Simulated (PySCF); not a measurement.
**C₆ coefficients of unlike pairs at PBE**

Calculated with PySCF 2.14 from the dipole response of each species, C₆(A,B) = (3/π) ∫ α_A(iu) α_B(iu) du, in atomic units, from isotropic polarisabilities. For ions this is the dispersion term alone; charge-induced terms of lower order in 1/R come first.

```tsv
species	configuration	basis	relativity	α (bohr³)	C₆ (like pair)
Cl⁺	[Ne] 3s2 3p4 (3P)	aug-cc-pV(Q+d)Z (7s6p5d3f2g)	none	8.827	41.86
N³⁺	[He] 2s2 (1S)	dyall-av3z (15s9p3d2f)	spin-free X2C	2.089	2.062
Tc	[Kr] 4d5 5s2 (6S)	aug-cc-pwCVDZ-PP with ECP28MDF (6s6p5d3f)	core potential	84.51	946.5
Mn⁺	[Ar] 3d5 4s1 (7S)	dyall-av2z (16s12p7d2f)	none	28.56	148.2
```

Q: Estimate C₆ for Mn⁺ with Cl⁺.

A: The integral gives 71.93. The combination rule 2 C_A C_B / (C_A α_B/α_A + C_B α_A/α_B) gives 68.46 and the geometric mean 78.76.

No spin-orbit coupling is included.

The other pairs:

| pair | C₆ |
| --- | --- |
| Tc, Cl⁺ | 171.7 |
| Mn⁺, Tc | 371.4 |
| N³⁺, Cl⁺ | 9.274 |
| Mn⁺, N³⁺ | 16.29 |
| Tc, N³⁺ | 39.06 |
